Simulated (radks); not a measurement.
The numbers below are computed, except where a source is named.
Task: Species: Pb24+. Configuration: [Kr] 4d10 4f12. Code: a radial shooting solver on a logarithmic mesh with Libxc functionals. Model: scalar-relativistic Kohn-Sham, SCAN, spin-polarised, spherical densities, finite nucleus; open shells are filled with parallel spins first (spin-orbit coupling, left out, can overturn this in heavy ions); meta-GGA in the generalised Kohn-Sham scheme; Fermi nuclear charge, rms radius 5.5012 fm. Some entries of the table are withheld. Estimate them.

| orbital | occ. | eigenvalue (eV) | <r^2> (bohr^2) | <1/r> (bohr^-1) |
|---|---|---|---|---|
| 1s down | 1 | -88850.17 | 0.0003574 | 101.3 |
| 1s up | 1 | -88850.16 | 0.0003574 | 101.3 |
| 2s up | 1 | -16465.41 | 0.005415 | 23.82 |
| 2s down | 1 | -16465.27 | 0.005415 | 23.82 |
| 2p up | 3 | -14218.49 | 0.004614 | 20.92 |
| 2p down | 3 | -14218.38 | 0.004614 | 20.92 |
| 3s up | 1 | -4458.783 | 0.03472 | 8.841 |
| 3s down | 1 | -4456.788 | 0.03470 | 8.845 |
| 3p up | 3 | -3810.593 | 0.03598 | 7.995 |
| 3p down | 3 | -3808.411 | 0.03595 | 7.999 |
| 3d up | 5 | -3148.363 | 0.02984 | 7.496 |
| 3d down | 5 | -3146.519 | 0.02981 | 7.499 |
| 4s up | 1 | -1497.486 | 0.1621 | 3.848 |
| 4s down | 1 | -1493.559 | 0.1623 | 3.845 |
| 4p up | 3 | (1) | 0.1830 | 3.484 |
| 4p down | 3 | (2) | 0.1832 | 3.480 |
| 4d up | 5 | -1028.903 | 0.1989 | 3.169 |
| 4d down | 5 | -1025.132 | 0.1993 | 3.165 |
| 4f up | 7 | -753.3332 | 0.2008 | (3) |
| 4f down | 5 | -749.2181 | 0.2018 | (4) |

Result: 
(1) 4p up eigenvalue (eV): -1280.528
(2) 4p down eigenvalue (eV): -1276.760
(3) 4f up <1/r> (bohr^-1): 2.852
(4) 4f down <1/r> (bohr^-1): 2.848
